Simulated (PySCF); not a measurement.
C₂H₆SZn, charge -1, multiplicity 2. Atoms are numbered in the order given.

```xyz
10

Zn    -0.5705    -0.0473     0.0000
C      0.7868     1.4947     0.0000
C      0.2327     2.9206     0.0000
H      1.4347     1.3367    -0.8839
H      1.4347     1.3367     0.8839
H     -0.4052     3.1019     0.8818
H     -0.4052     3.1019    -0.8818
H      1.0165     3.7070     0.0000
S      0.3902    -2.2400     0.0000
H      1.6798    -1.8163     0.0000
```
Charge -1, spin multiplicity 2.

Geometry: TPSSh-D3(BJ)/def2-SVPD. The multiplicity is an assumed one; no other spin state was optimised. The isomer is the one that the SMILES or the coordinates give; other isomers of the formula were not compared. Other conformers were not sampled.

The numbers are results of PBE/def2-SVPD (PySCF), not measurements.

Mulliken values depend strongly on the basis, most of all with diffuse functions as here. ESP charges are fitted to the potential on shells at 1.4 to 2.0 van der Waals radii. Atomic charges (e):

```json
[
 {"atom": "Zn1", "ESP fit": "-0.28", "meta-Löwdin": "0.51", "Mulliken": "0.02", "Mulliken spin": "0.78"},
 {"atom": "C2", "ESP fit": "0.92", "meta-Löwdin": "-0.70", "Mulliken": "-0.47", "Mulliken spin": "0.24"},
 {"atom": "C3", "ESP fit": "-1.39", "meta-Löwdin": "-0.30", "Mulliken": "0.28", "Mulliken spin": "0.00"},
 {"atom": "H4", "ESP fit": "-0.18", "meta-Löwdin": "0.06", "Mulliken": "0.00", "Mulliken spin": "-0.02"},
 {"atom": "H5", "ESP fit": "-0.18", "meta-Löwdin": "0.06", "Mulliken": "0.00", "Mulliken spin": "-0.02"},
 {"atom": "H6", "ESP fit": "[?]", "meta-Löwdin": "0.08", "Mulliken": "-0.06", "Mulliken spin": "-0.01"},
 {"atom": "H7", "ESP fit": "[?]", "meta-Löwdin": "0.08", "Mulliken": "-0.06", "Mulliken spin": "-0.01"},
 {"atom": "H8", "ESP fit": "[?]", "meta-Löwdin": "0.06", "Mulliken": "-0.01", "Mulliken spin": "0.00"},
 {"atom": "S9", "ESP fit": "[?]", "meta-Löwdin": "-0.89", "Mulliken": "-0.86", "Mulliken spin": "0.03"},
 {"atom": "H10", "ESP fit": "[?]", "meta-Löwdin": "0.05", "Mulliken": "0.16", "Mulliken spin": "0.01"}
]
```

Q: What belongs in the gaps? (An estimate is asked for; the answer gives what the named calculation found.)

A: 
- H6, ESP fit: 0.22
- H7, ESP fit: 0.22
- H8, ESP fit: 0.26
- S9, ESP fit: -0.73
- H10, ESP fit: 0.13
